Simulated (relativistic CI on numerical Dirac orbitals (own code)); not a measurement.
# Slater and spin-orbit integrals, Ho⁴⁵⁺

Method of calculation: Dirac-Coulomb-Breit CI, separate exchange-only KLI orbitals for each configuration, QED by a radiative potential, unscaled Slater integrals (own radial code, finite nucleus).

Slater integrals F^k, G^k are unscaled and averaged over j, outside the closed core [Ne]; ζ comes from projecting the Hamiltonian with its Breit term on Σ l·s of the shell.

- 3s2 3p6 3d4: F^2(3d,3d) = 535500, F^4(3d,3d) = 345970, ζ(3d) = 146110 cm⁻¹; <r>(3d) = 0.1909, <r^2>(3d) = 0.04223 (bohr units).
- 3s2 3p5 3d5: ζ(3p) = 1.0891e+06, F^2(3d,3d) = 534640, F^4(3d,3d) = 345400, F^2(3p,3d) = 462370, G^1(3p,3d) = 491430, G^3(3p,3d) = 328470, ζ(3d) = 144800 cm⁻¹; <r>(3p) = 0.2141, <r^2>(3p) = 0.05303, <r>(3d) = 0.1912, <r^2>(3d) = 0.04236 (bohr units).
- 3s 3p6 3d5: F^2(3d,3d) = 534340, F^4(3d,3d) = 345200, G^2(3s,3d) = 374850, ζ(3d) = 145490 cm⁻¹; <r>(3s) = 0.218, <r^2>(3s) = 0.05427, <r>(3d) = 0.1913, <r^2>(3d) = 0.0424 (bohr units).

Q: Give the Racah parameters of the d shell in 3s2 3p6 3d4.

A: B = F²/49 − 5F⁴/441 = 7006 cm⁻¹ and C = 35F⁴/441 = 27458 cm⁻¹.

Averages of the first 10 configurations, taken without configuration mixing, which lowers the lowest level and can move excited configurations by several eV; other configurations of the list can lie among them:

```csv
Configuration,Parity,States,Average energy above the lowest level (eV)
3s2 3p6 3d4,even,210,116.5
3s2 3p5 3d5,odd,1512,487.9
3s 3p6 3d5,even,504,818.1
3s2 3p6 3d3 4s,even,240,1599.4
3s2 3p6 3d3 4p,odd,720,1724.0
3s2 3p6 3d3 4d,even,1200,1869.4
3s2 3p5 3d4 4s,odd,2520,1961.6
3s2 3p6 3d3 4f,odd,1680,1986.5
3s 3p6 3d4 4s,even,840,2293.8
3p6 3d5 4p,odd,1512,3119.5
```
